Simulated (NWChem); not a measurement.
CH3FZn; SMILES [CH3][Zn][F]

Computed with NWChem. Structure relaxed at the PBE0/def2-SVP level.

For level B3PW91/def2-SVP:

| Quantity | Value |
|---|---|
| highest occupied level (eV) | -8.37 |
| orbital gap (eV) | 8.00 |
| dipole (D) | 2.50 |

What are these values for level PBE/def2-SVP?

The highest occupied level (eV) is -7.14 and the orbital gap (eV) is 6.10. The dipole (D) comes out as 2.35.
